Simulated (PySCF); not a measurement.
## $^{17}$O chemical shifts

Computed data (PySCF 2.14.0 with density-fitted response routines): PBE0/pcSseg-1 with gauge-including orbitals, geometry from GFN2-xTB. Single conformer, no relativistic terms, equivalent nuclei averaged, isolated molecule.

Shieldings were converted by a linear fit to measured shifts: $^{17}$O: δ = 266.70 − 0.911σ (rms 10.7 ppm, 155 shifts, 12.2 ppm with the 3 outliers that the fit left out vs liquid water, solution or neat liquid). A few per cent of atoms miss by over 2 rms, more outside the fitted compound classes.

Q: Give the $^{17}$O shifts of `CC(=O)CC(=O)[SiH2]CCl`, `O=[S@@]1CCCC=C1F`, `Cc1ccc(C=O)cc1C(=O)Cl`, `CC(=O)c1ncc(C)nn1`, `Cc1coc(C(=O)F)c1`, `O=Cc1nncn1C1CC1`, `O=c1occo1`, `O=c1occo1`.

A: 
```tsv
compound	environment	δ (ppm)
[CH3:1][C:2](=[O:3])[CH2:4][C:5](=[O:6])[SiH2:7][CH2:8][Cl:9]	O6: carbonyl oxygen	734.0
[CH3:1][C:2](=[O:3])[CH2:4][C:5](=[O:6])[SiH2:7][CH2:8][Cl:9]	O3: ketone oxygen	542.6
O=[S@@]1CCCC=C1F	S=O oxygen	14.4
[CH3:1][c:2]1[cH:3][cH:4][c:5]([CH:6]=[O:7])[cH:8][c:9]1[C:10](=[O:11])[Cl:12]	O7: aldehyde oxygen	567.6
[CH3:1][c:2]1[cH:3][cH:4][c:5]([CH:6]=[O:7])[cH:8][c:9]1[C:10](=[O:11])[Cl:12]	O11: carbonyl oxygen	503.1
CC(=O)c1ncc(C)nn1	ketone oxygen	605.3
[CH3:1][c:2]1[cH:3][o:4][c:5]([C:6](=[O:7])[F:8])[cH:9]1	O7: carbonyl oxygen	343.1
[CH3:1][c:2]1[cH:3][o:4][c:5]([C:6](=[O:7])[F:8])[cH:9]1	O4: aromatic ring oxygen	245.7
O=Cc1nncn1C1CC1	aldehyde oxygen	557.3
[O:1]=[c:2]1[o:3][cH:4][cH:5][o:6]1	O1: carbonyl oxygen	232.3
[O:1]=[c:2]1[o:3][cH:4][cH:5][o:6]1	O3/6: ring oxygen (×2)	166.9
[O:1]=[c:2]1[o:3][cH:4][cH:5][o:6]1	O1: carbonyl oxygen	232.3
[O:1]=[c:2]1[o:3][cH:4][cH:5][o:6]1	O3/6: ring oxygen (×2)	166.9
```

Q: Order these by $^{17}$O shift, lowest first.
A. O=[S@@]1CCCC=C1F
B. O=C1CS[C@H](CF)C1
C. O=C/C(F)=C\F

A: A (14.2 ppm, S=O oxygen), B (549.9 ppm, ketone oxygen), C (595.0 ppm, aldehyde oxygen).
